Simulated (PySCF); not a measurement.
Species: C6H8N4.
Numbering: `[CH3:1][CH2:2][n:3]1[n:4][n:5][c:6]([C:7]#[N:8])[c:9]1[CH3:10]`

Geometry (GFN2-xTB, Å), atoms numbered from 1 in this order:
```xyz
18
C6H8N4 angstrom
C      2.3727   -0.1230   -0.5307
C      1.4953   -0.5587    0.6396
N      0.3037    0.2412    0.7193
N      0.2747    1.3577    1.4503
N     -0.8603    1.9114    1.3312
C     -1.6317    1.1643    0.4999
C     -2.9506    1.4811    0.1420
N     -4.0287    1.7029   -0.1781
C     -0.8797    0.0663    0.0887
C     -1.2151   -1.0727   -0.7928
H      1.8524   -0.2479   -1.4776
H      3.2796   -0.7205   -0.5515
H      2.6450    0.9236   -0.4192
H      2.0345   -0.4176    1.5788
H      1.2089   -1.6090    0.5402
H     -0.5523   -1.1033   -1.6576
H     -1.1164   -2.0163   -0.2546
H     -2.2408   -0.9733   -1.1395
```

Definitions: NICS(0) = −σiso at the ring centroid; NICS(1) = −σiso and NICS(1)zz = −σzz at ±1 Å along the ring normal z. Level: GIAO PBE0/pcSseg-1 (PySCF, non-relativistic, gas phase) on the GFN2-xTB geometry, one conformer.

Ring bond lengths (Å), with Mayer bond orders in brackets: N3–N4 1.335 (1.16), N4–N5 1.268 (1.52), N5–C6 1.358 (1.29), C6–C9 1.393 (1.32), C9–N3 1.352 (1.07).

Give the NICS values of each ring in ppm.

| ring | type | NICS(0) | NICS(1), two faces | NICS(1)zz, two faces | rms pucker (Å) | centre to ring atoms, mean (Å) |
| --- | --- | --- | --- | --- | --- | --- |
| N3–N4–N5–C6–C9 | 5-membered ring with 3 N; formal bonds all aromatic | -12.8 | -12.7 / -12.8 | -29.8 / -30.5 | 0.00 | 1.14 |

What can be read from them?

- N3–N4–N5–C6–C9: mean NICS(1)zz -30.2 ppm, shielded. The ring is flat and has no four-coordinate atom; by the NICS criterion it is aromatic.

And the bond-length index? HOMA = 1 − mean of α(R − Ropt)² over the ring bonds, with Krygowski's 1993 parameters (CC: Ropt 1.388 Å, α 257.7 Å⁻²; CN: Ropt 1.334 Å, α 93.52 Å⁻²; NN: Ropt 1.309 Å, α 130.33 Å⁻²).

- N3–N4–N5–C6–C9: HOMA 0.92; the largest term is that of N4–N5, α(R − Ropt)² = 0.21. The geometric and the magnetic index point the same way.

At the second NICS(1) probe listed for ring N3–N4–N5–C6–C9, 1 Å off the ring, what do the in-plane components average?

The isotropic value is a third of the trace: (3 × -12.8 − (-30.5))/2 = -4.0 ppm.

Give the inner angles of the rings and the Hirshfeld charges of the ring atoms.

- N3–N4–N5–C6–C9: N3 110.2° (+0.049 e), N4 109.5° (-0.067 e), N5 109.0° (-0.123 e), C6 107.9° (+0.004 e), C9 103.5° (+0.054 e); sum 540.0° against 540° for a flat convex ring.
